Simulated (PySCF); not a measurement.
**Vertical excitation energies**

C5H4Cl2O2.
Geometry (GFN2-xTB, Å), atoms numbered from 1 in this order:
```
atom  x, y, z in Å
C1     3.1501    1.6310   -0.5134
C2     2.1674    0.9496   -0.6086
C3     0.9939    0.1359   -0.7951
O4     0.5552   -0.2028   -1.8619
O5     0.4575   -0.1992    0.3915
C6    -0.6968   -1.0147    0.3552
C7    -1.9212   -0.2474   -0.1358
Cl8   -2.2140    1.1680    0.8995
Cl9   -3.3253   -1.3279   -0.0975
H10    4.0082    2.2295   -0.4157
H11   -0.8489   -1.3593    1.3797
H12   -0.5342   -1.8679   -0.3149
H13   -1.7963    0.1055   -1.1619
```

Level of theory: TDDFT PBE0/def2-SVPD, vertical, gas phase, core orbitals frozen in the response (PySCF).

```json
{"state": "S1", "E (eV)": "4.90", "E (kJ/mol)": "473", "λ (nm)": "252.9", "f": "0.0000", "main configurations (H = HOMO, L = LUMO)": "H→L (74%), H-2→L (17%)"}
{"state": "S2", "E (eV)": "5.72", "E (kJ/mol)": "552", "λ (nm)": "216.8", "f": "0.0004", "main configurations (H = HOMO, L = LUMO)": "H-5→L (46%), H-6→L (22%), H-4→L (17%)"}
{"state": "S3", "E (eV)": "6.09", "E (kJ/mol)": "588", "λ (nm)": "203.6", "f": "0.114", "main configurations (H = HOMO, L = LUMO)": "H-3→L (60%), H-2→L (9%)"}
{"state": "S4", "E (eV)": "6.19", "E (kJ/mol)": "597", "λ (nm)": "200.3", "f": "0.011", "main configurations (H = HOMO, L = LUMO)": "H-1→L (37%), H-2→L (18%), H→L (17%)"}
{"state": "S5", "E (eV)": "6.28", "E (kJ/mol)": "606", "λ (nm)": "197.5", "f": "0.0005", "main configurations (H = HOMO, L = LUMO)": "H-1→L (48%), H-2→L (43%)"}
{"state": "S6", "E (eV)": "6.85", "E (kJ/mol)": "661", "λ (nm)": "181.0", "f": "0.0061", "main configurations (H = HOMO, L = LUMO)": "H-4→L (78%), H-5→L (13%)"}
```

Triplets, Tamm–Dancoff:

| state | E (eV) | λ (nm) | main configurations (H = HOMO, L = LUMO) |
| --- | --- | --- | --- |
| T1 | 4.45 | 278.6 | H→L (70%), H-2→L (18%) |
| T2 | 4.49 | 276.1 | H-3→L (89%) |

The lowest singlet lies at 4.90 eV (253 nm, ultraviolet) and is dark (f under 0.0005); its leading configuration is HOMO→LUMO (74%). The strongest level in the table is S3 at 6.09 eV (204 nm, f = 0.114). Löwdin shares by element: HOMO carbon 28% or more, oxygen 28% or more, chlorine 14% or more (atoms not listed hold the other 29%); LUMO carbon 62% or more, oxygen 21% or more (atoms not listed hold the other 17%). The oscillator strengths of these states sum to 0.131; summed over the whole spectrum of an exact calculation they would give the number of electrons, 84 (Thomas–Reiche–Kuhn). Orbital energies (eV): HOMO-3 -9.20, HOMO-2 -8.99, HOMO-1 -8.94, HOMO -8.70, LUMO -1.88, LUMO+1 -0.22, LUMO+2 0.05. Of the 6 states listed, 2 reach f = 0.01 and 2 stay under 0.0005. Singlets were solved by full linear response, triplets in the Tamm–Dancoff approximation.

One conformer stands for the species.
